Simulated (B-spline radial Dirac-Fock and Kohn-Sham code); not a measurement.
**Elastic electron scattering at 200 keV, In to Tm**

Method: relativistic (Dirac) partial waves in the static field of the Dirac-Fock atom with Furness-McCarthy exchange, without polarisation or absorption potentials. Computed with a radial B-spline solver. σ_tr1 and σ_tr2 weight the cross section with 1 − P₁ and 1 − P₂ of cos θ; "backward" is the share scattered beyond 90°.

```csv
Z,element,σ (a₀²),σ_tr1 (a₀²),σ_tr2 (a₀²),backward (%),dσ/dΩ at 90° (a₀²/sr)
49,In,0.342,0.000693,0.00177,0.014,1.79e-05
50,Sn,0.360,0.000722,0.00184,0.015,1.89e-05
51,Sb,0.376,0.000751,0.00191,0.015,1.99e-05
52,Te,0.389,0.000781,0.00198,0.015,2.09e-05
53,I,0.402,0.000811,0.00206,0.015,2.20e-05
54,Xe,0.412,0.000843,0.00213,0.016,2.32e-05
55,Cs,0.465,0.000875,0.00221,0.015,2.44e-05
56,Ba,0.510,0.000907,0.00229,0.014,2.56e-05
57,La,0.529,0.000940,0.00236,0.014,2.69e-05
58,Ce,0.527,0.000973,0.00244,0.015,2.82e-05
59,Pr,0.508,0.00101,0.00252,0.016,2.96e-05
60,Nd,0.506,0.00104,0.00260,0.017,3.10e-05
61,Pm,0.504,0.00108,0.00268,0.018,3.25e-05
62,Sm,0.501,0.00111,0.00276,0.019,3.40e-05
63,Eu,0.499,0.00115,0.00284,0.020,3.56e-05
64,Gd,0.512,0.00118,0.00292,0.021,3.73e-05
65,Tb,0.493,0.00122,0.00300,0.023,3.90e-05
66,Dy,0.490,0.00126,0.00308,0.024,4.07e-05
67,Ho,0.486,0.00129,0.00317,0.025,4.25e-05
68,Er,0.483,0.00133,0.00325,0.027,4.44e-05
69,Tm,0.480,0.00137,0.00334,0.028,4.63e-05
```
